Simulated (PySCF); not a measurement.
Cartesian coordinates in Å; atom numbers follow the order of the lines, from 1:
```xyz
23

C     2.8743    0.3621    0.6817
C     1.9643   -0.4344   -0.2385
P     0.4210   -0.9876    0.5828
S     0.7199   -2.0613    2.1897
C    -0.4848   -1.8685   -0.7457
C    -1.8408   -2.3864   -0.2954
C    -0.5441    0.5327    0.9335
C    -0.8578    1.4393   -0.2453
H     3.0450   -0.1933    1.6163
H     2.4370    1.3381    0.9432
H     3.8476    0.5510    0.2048
H     1.6971    0.1286   -1.1491
H     2.4569   -1.3652   -0.5645
H    -0.5642   -1.2008   -1.6205
H     0.1766   -2.7030   -1.0311
H    -2.5417   -1.5638   -0.0843
H    -2.2968   -3.0205   -1.0701
H    -1.7316   -2.9811    0.6240
H     0.0298    1.0558    1.7154
H    -1.4585    0.1748    1.4334
H    -1.4187    2.3256    0.0882
H     0.0557    1.8008   -0.7422
H    -1.4739    0.9311   -1.0028
```

Geometry: PBE0-D3(BJ)/def2-SVP; GIAO shifts from PySCF 2.14, gas phase, non-relativistic, averaged over equivalent atoms.

At PBE0/pcSseg-1 (225 basis functions, 47 s wall time on 1 thread of an Arm Neoverse V1, shared host):
| atoms | δ (ppm) |
| --- | --- |
| C2/C5/C7 | 25.8 |
| C1/C6/C8 | 7.5 |
| P3 | 30.4 |
| S4 | -275.1 |
| H12/H13/H14/H15/H19/H20 | 1.38 |
| H9/H10/H11/H16/H17/H18/H21/H22/H23 | 1.06 |

Shifts are taken against calculated references (same method and geometry level): ¹³C (σ = 184.41 ppm), ¹H (σ = 31.27 ppm) against TMS; ³¹P (σ = 310.13 ppm) against H3PO4; ³³S (σ = 495.66 ppm) vs CS2.

Problem. What do these become at wB97X-D/pcSseg-1?

Solution. 
```csv
atoms,δ at wB97X-D/pcSseg-1,change
C2/C5/C7,25.4,-0.4
C1/C6/C8,7.7,+0.2
P3,33.3,+2.9
S4,-276.1,-1.0
H12/H13/H14/H15/H19/H20,1.31,-0.07
H9/H10/H11/H16/H17/H18/H21/H22/H23,1.06,+0.00
```

Chemical shifts δ = σref − σ; TMS for ¹³C (σ = 184.54 ppm) and ¹H (σ = 31.38 ppm); ³¹P (σ = 307.18 ppm) vs H3PO4; ³³S (σ = 493.71 ppm) vs CS2, all at this level.

The largest change is at P3 (phosphorus bonded to 3 C, S). Cost: 225 basis functions, 59 s wall time on 1 thread of an Arm Neoverse V1, shared host.

Experimental scales use liquid or dissolved standards, which lie at an offset from isolated H3PO4.
